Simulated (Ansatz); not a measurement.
`O[SiH2][SiH](S)Cl` + `O[SiH](O)O` → `O[SiH2]O[SiH](O)O` + `S[SiH2]Cl`  (cleavage of the Si–Si bond)

Program: Ansatz. Geometries: PBE0-D4/def2-TZVP. ΔE: electronic, gas phase. CCSD(T)/CBS adds triple-zeta CCSD(T) − MP2 to the extrapolated MP2 energy (def2 sets, frozen cores). DFT in def2-TZVPP. Each species was taken in one conformer, which may not be the lowest.

```
         level  ΔE (kcal/mol)
       ωB97M-V          -33.0
MP2/def2-TZVPP          -33.9
```

Task: What does CCSD(T)/CBS give? (Best estimate.)

Result: Ansatz gave: -32.5 kcal/mol. The listed levels differ from it by -0.5, -1.4 kcal/mol.

Largest T1 diagnostic among the species: 0.012.

In def2-TZVPP, CCSD(T) changes the Hartree–Fock value by +5.6 kcal/mol (the triples alone add +0.9 kcal/mol) and MP2 by +4.6 kcal/mol. From PBE to PBE0 (25 % exact exchange), in def2-TZVPP and without D4, ΔE moves by −2.6 kcal/mol.
